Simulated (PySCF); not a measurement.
Excitations are Tamm–Dancoff values on a coarser integration grid. The basis has no diffuse functions, so Rydberg states are missing or too high.

Cartesian coordinates (Å):
SMILES: [GaH2][SH]
```xyz
5

S      1.3820    -0.7940     0.1071
Ga    -0.6742    -0.0170     0.0390
H      1.9613     0.3808    -0.1885
H     -1.7907    -1.0639     0.3342
H     -0.8784     1.4942    -0.2918
```
Charge 0, spin multiplicity 1.

Problem. Predict the brightest of the four lowest singlets (TDA), HOMO, T1 excitation (TDA), total energy and S1–T1 gap (TDA) from PBE0-D4/def2-TZVP run with PySCF 2.14.0.

Solution. 
The brightest of the four lowest singlets (TDA) is 5.42 eV and the HOMO is -7.73 eV. The T1 excitation (TDA) comes out as 4.42 eV. The total energy comes out as -2324.4890 Ha and the S1–T1 gap (TDA) is 1.00 eV.
